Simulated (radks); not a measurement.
Q: The mean radii <r> (bohr) of the occupied orbitals of an atom or ion are listed with their occupations. Method: scalar-relativistic Kohn-Sham, LDA (Slater exchange, Perdew-Wang correlation), spin-unpolarised, spherical densities, finite nucleus; Fermi nuclear charge, rms radius of each element as measured or else 0.836 A^(1/3) + 0.57 fm; computed with a radial shooting solver on a logarithmic mesh with Libxc functionals.

| orbital | occ. | <r> |
|---|---|---|
| 1s | 2 | 0.02113 |
| 2s | 2 | 0.08984 |
| 2p | 6 | 0.07948 |
| 3s | 2 | 0.2348 |
| 3p | 6 | 0.2336 |
| 3d | 10 | 0.2122 |
| 4s | 2 | 0.5289 |
| 4p | 6 | 0.5598 |
| 4d | 10 | 0.6049 |
| 5s | 2 | 1.245 |
| 5p | 6 | 1.424 |
| 4f | 8 | 0.7612 |

Name the element and its charge.

A: Z = 66, dysprosium, charge +4: Dy4+ in [Xe] 4f8. The 1s radius gives Z: for a bare nucleus <r> = (2 gamma + 1)/(2Z) with gamma = sqrt(1 - (Z/c)^2), 0.02085 bohr for Z = 66, and screening makes it slightly larger (0.02113 here). The occupations add up to 62, and the charge is Z minus that.
